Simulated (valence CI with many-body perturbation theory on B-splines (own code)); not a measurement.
**Ru¹³⁺: key properties**

Computed by configuration interaction combined with many-body perturbation theory (CI+MBPT): three valence electrons over a frozen Dirac-Fock core [Ar] 3d10, a basis of 11 s, 11 p, 10 d, 8 f, 5 g, 2 h functions for each j, with the one-electron correlation potential Σ1, the two-electron term Σ2, the three-electron term Σ3, Breit, model QED; selected CI, second order for the rest, scaled by the run's own slope (own B-spline code, finite nucleus).

No measured levels were compared; by estimate levels hold to about 250 cm⁻¹ or 0.2 % of their energy and the worst to 1 %, as in measured heavy ions of charge 2 to 7; those with d or f electrons hold less well.

Names give the largest LS component (configuration and term), which can be under half, so a name can repeat, a term be missing and a line seem to break the LS rules; names also repeat where a configuration has a term twice.

Rates and lifetimes use the calculated energies. Strong lines usually hold to 10 to 20 %, long lifetimes can be off by a factor of two.

**Question.** What is the ground level?

**Answer.** 4s2 4p 2P°_1/2, composition 98 % 4s2 4p 2P°, g = 0.665.

**Question.** How is the term 2P° of the ground level split?

**Answer.** J = 1/2 at 0.00, J = 3/2 at 4.87 eV.

**Question.** What is the ionisation energy?

**Answer.** 296.71 eV; NIST lists 295.9 ± 0.09 eV (semi-empirical).

**Question.** How well does LS coupling describe the low levels?

**Answer.** Among the lowest 20 levels the leading LS term, summed over configurations, holds 86 % on average. For single configurations the figures are 82 % in LS and 79 % in jj coupling. Terms mix most in the J = 3/2 level at 70.71 eV, where the leading one holds 40 %.

**Question.** Where does the other parity begin?

**Answer.** At 4s 4p2 4P_1/2, 28.42 eV.

**Question.** Name the longest-lived excited levels whose lifetime is computed, and their main decay.

**Answer.** 4s2 4p 2P°_3/2 at 4.87 eV lives 1.83 ms, mostly by M1 to 4s2 4p 2P°_1/2. The lifetime of 4s 4p 4d 4F°_9/2 is too uncertain to give, and may be longer.

**Question.** Among levels below 187.10 eV, which E1 lines absorb most strongly from the ground level?

**Answer.** to 4s2 4d 2D_3/2 at 20.28 nm, f = 1.00; to 4s 4p2 2P_1/2 at 29.19 nm, f = 0.477; to 4s 4p2 2D_3/2 at 32.55 nm, f = 0.254.
